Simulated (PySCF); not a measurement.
## PH₅ + Br₂ → PH₃ + 2 HBr

Level: PBE0 in the def2-TZVP basis family, all electrons, no relativity, computed in PySCF with density fitting; open shells unrestricted.

```json
{"species": "PH₅", "state and structure": "singlet, D3h, P–H 1.427 Å (×3), P–H 1.481 Å (×2)", "E (Eh)": "-344.12888", "ZPE (kJ/mol)": "109.9", "H(298 K) − H(0) (kJ/mol)": "11.2", "S° (J/(mol K))": "217.5"}
{"species": "Br₂", "state and structure": "singlet, D∞h, Br–Br 2.281 Å", "E (Eh)": "-5147.70672", "ZPE (kJ/mol)": "2.0", "H(298 K) − H(0) (kJ/mol)": "9.7", "S° (J/(mol K))": "244.8"}
{"species": "PH₃", "state and structure": "singlet, C3v, P–H 1.420 Å (×3); H–P–H 93.1° (×3)", "E (Eh)": "-343.01607", "ZPE (kJ/mol)": "63.0", "H(298 K) − H(0) (kJ/mol)": "10.1", "S° (J/(mol K))": "210.2"}
{"species": "HBr", "state and structure": "singlet, C∞v, H–Br 1.421 Å", "E (Eh)": "-2574.45811", "ZPE (kJ/mol)": "16.0", "H(298 K) − H(0) (kJ/mol)": "8.7", "S° (J/(mol K))": "198.5"}
```

(1) What is the electronic reaction energy?

(2) Add zero-point, thermal and entropy terms for 298.15 K and 1 bar.

Answers

(1) At PBE0/def2-TZVP, ΔE = -253.9 kJ/mol from the differences of the total energies times 2625.5, downhill. 

(2) ΔZPE = -16.9 and Δ[H(298) − H(0)] = 6.6 kJ/mol give ΔH° = -264.2 kJ/mol. ΔS° = 144.9 J/(mol K), so ΔG° = -264.2 − 298.15 × (0.1449) = -307 kJ/mol.

Each species is the lowest minimum found with this bonding; other isomers or fragments can lie lower.
